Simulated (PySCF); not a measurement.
Unknown compound

Molecular formula: C5H6F3NSi. Simulated spectra:

1H NMR (500 MHz, computed): δ 6.87 (m, 2H), 6.73 (m, 2H), 5.25 (m, 2H).

13C{1H} NMR (computed): δ 138.1, 127.4, 119.5.

How the numbers were obtained: geometry: GFN2-xTB, σ from GIAO-PBE0/pcSseg-1, in PySCF 2.14.0 with density-fitted response routines (isolated molecule, one conformer, no relativistic terms, rapidly exchanging positions averaged).

Scale: 1H (σref 31.72), 13C (σref 186.93) against TMS (reference shieldings calculated alike).

Propose a structure and justify it.

## Answers


Rings plus π bonds: 3 (1 ring in the answer). 3 carbon signals for 5 carbons: some carbons are equivalent by symmetry or fast rotation. Carbon types of the structure: 1 × C, 4 × CH, leaving 2 H on heteroatoms. δC 138.1: CF3 carbon; 3 electronegative neighbours deshield it. δC 127.4: aromatic CH next to a ring nitrogen. δC 119.5: aromatic CH. δH 6.87: hydrogen on an aromatic CH next to a ring nitrogen; ring-current deshielding. δH 6.73: hydrogen on an aromatic CH; the ring current deshields protons in the ring plane. δH 5.25: hydrogen on a silicon bonded to C, N.

Structure: `FC(F)(F)[SiH2]n1cccc1`.

This is the structure that produced the data.

Splittings by 19F in the carbon and heteronuclear signals aren't shown, as no couplings were computed. Shifts are as computed. Against solution values, carbons near 30 ppm lie about +3 ppm off and those near 130 ppm about +5 ppm. Of 1211 compounds with measured shifts, 218 miss one by over three times the rms of a fit or turn the order of signals round; such compounds aren't used in these exercises. No couplings were computed; multiplicities are counted from neighbouring protons, with m where these are inequivalent, close in shift, in a saturated or five-membered ring or joined by F or P, and br s for small geminal =CH2 splittings.
